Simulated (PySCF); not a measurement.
# PBE0 on Mg³⁺ (magnesium, charge +3)

Configuration: [He] 2s2 2p5, 2P determinant. Computed with PySCF 2.14 in pcseg-2, with the non-relativistic Hamiltonian (point nucleus).

```
Total energy                                                  : -196.1249 hartree
One-electron energy                                           : -256.5543 hartree
Hartree (Coulomb) energy                                      : 75.3146 hartree
Exchange-correlation energy                                   : -14.8851 hartree
Kinetic energy                                                : 193.40966 hartree
⟨S²⟩                                                          : 0.7501
⟨L²⟩                                                          : 2.000
Sum of ⟨r⟩                                                    : 4.937 bohr
Sum of ⟨r²⟩                                                   : 3.958 bohr²
Traceless quadrupole moment −½Σ⟨3z² − r²⟩ along its main axis : 0.227 e·bohr²
Density at the nucleus (Gaussians lack the cusp)              : 1070 bohr⁻³
Spin density at the nucleus                                   : 0.120 bohr⁻³
Langevin diamagnetic susceptibility                           : -3.13 ×10⁻⁶ cm³/mol
Time after the integrals                                      : 0.15 s of wall time on 1 thread of Neoverse-N1 (shared host)
```

```
shell  electrons  mean orbital energy (hartree)  spread (hartree)  rms radius, mean of both spins (bohr)
 1s α          1                      -49.33199                 0                                  0.152
 1s β          1                      -49.27537                 0                                  0.152
 2s α          1                       -5.10812                 0                                  0.737
 2s β          1                       -4.95808                 0                                  0.737
 2p α          3                       -3.84850           0.15085                                  0.752
 2p β          2                       -3.74347                 0                                  0.752
```
